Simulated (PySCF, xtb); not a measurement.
C4H9O, SMILES OC(C)(C)[CH2], multiplicity 2. The values are those of a single conformer.

Harmonic wavenumbers (cm⁻¹) from GFN2-xTB in xtb at its own minimum, in rising order: 103, 165, 220, 255, 294, 327, 402, 404, 457, 496, 796, 895, 936, 959, 987, 1004, 1065, 1171, 1228, 1287, 1373, 1377, 1398, 1466, 1482, 1485, 1495, 3023, 3038, 3044, 3051, 3052, 3056, 3137, 3186, 3556.

Problem. What does PBE-D3(BJ)/def2-SVP (PySCF) give at its own minimum? (An estimate is asked for; the answer gives what the named calculation found.)

Solution. 73, 229, 272, 316, 326, 341, 394, 435, 453, 535, 759, 874, 892, 907, 956, 971, 1093, 1158, 1229, 1295, 1326, 1336, 1379, 1395, 1403, 1418, 1429, 2966, 2975, 3053, 3068, 3073, 3077, 3086, 3194, 3676. Paired by order, the mean absolute difference is 38 cm⁻¹ and the zero-point energies are 73.9 and 73.4 kcal/mol.
